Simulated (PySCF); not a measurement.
Method: B3LYP-D3(BJ)/def2-TZVP (PySCF). Isolated molecules, 0 K electronic values unless said otherwise. B3LYP has the VWN-RPA correlation part, as in Gaussian. 

Reference species (SMILES): `[H]/N=c1\cn1` (neutral, multiplicity 1).

```yaml
HOMO–LUMO gap: 5.20 eV
HOMO: -7.22 eV
```

Changed species: `N=C=C=N`.

Problem. What does the change do to the HOMO–LUMO gap and HOMO?

Solution. the HOMO–LUMO gap drops by 2.00 eV, to 3.20 eV; the HOMO goes up by 1.08 eV, to -6.14 eV.
